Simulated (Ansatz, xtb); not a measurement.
**Relaxing a trial structure of C2H5F2Si+**

The starting geometry of this gas-phase singlet was built from a drawn formula by distance geometry and a force field; its bonds are those of `[CH2+][Si](C)(F)F`.

```xyz
10

C    -2.5079   -0.7847    1.9408
C     0.4132   -1.5783    1.6554
F    -1.4462   -1.7227   -0.4316
F    -0.7155    0.6162    0.3372
Si   -1.0745   -0.8265    0.8335
H    -2.6911    0.1357    2.4856
H    -3.2082   -1.6157    1.9587
H     0.2601   -2.6052    1.9962
H     1.2541   -1.6266    0.9988
H     0.7363   -1.0005    2.5158
```

**Question.** Where would you expect an optimisation with r2SCAN-D4/def2-SVP to take it?

**Answer.** It rearranges to `CC[Si+](F)F`. Contacts that open: C2–Si5 (1.86 → 2.84 Å). Contacts that close: C1–C2 (3.04 → 1.53 Å).

The energy falls by 2.27 eV over 54 steps:

```tsv
step	E − E(last) (eV)
1	2.268
7	1.411
13	0.139
19	0.134
25	0.091
30	0.038
36	0.033
42	0.011
48	0.001
54	0.000
```

Final geometry (Å):

```xyz
10

C    -1.2618   -0.7880    1.8385
C    -0.1893   -1.7809    2.3053
F    -0.5170   -1.3547   -0.9914
F    -2.4343    0.3923   -0.6439
Si   -1.4087   -0.5784    0.0399
H    -1.1103    0.2411    2.2277
H    -2.2867   -1.0566    2.1721
H    -0.3804   -2.7994    1.9404
H     0.8202   -1.4757    1.9975
H    -0.2115   -1.8081    3.4042
```

From the same start GFN2-xTB reaches the same bonding as this run.

No frequencies were run, so the end isn't proven a minimum. Run with Ansatz 0.2.0, 2.2 min on 2 threads of Arm Neoverse V1, on a shared host.
